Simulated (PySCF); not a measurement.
Al(F)(Br)(vinyl) (C2H3AlBrF), SMILES [F][Al]([CH]=C)[Br]. The structure is a stationary point at B3LYP-D3(BJ)/def2-SVP. The structure was generated by enumeration; whether it is a known compound was not checked. One conformer was computed; it need not be the lowest.

Computed equilibrium geometry at B3LYP-D3(BJ)/def2-SVP (PySCF confirms it by a frequency run) as Cartesian coordinates in Å, and its point group (one conformer of several):
point group Cs.
```xyz
8

Al     0.6740     0.6114     0.0000
F      2.3365     0.5936     0.0000
Br    -0.3879    -1.3770     0.0000
C     -0.3202     2.2578     0.0000
C     -1.6647     2.2655     0.0000
H      0.1946     3.2282     0.0000
H     -2.2467     3.1958     0.0000
H     -2.2514     1.3390     0.0000
```
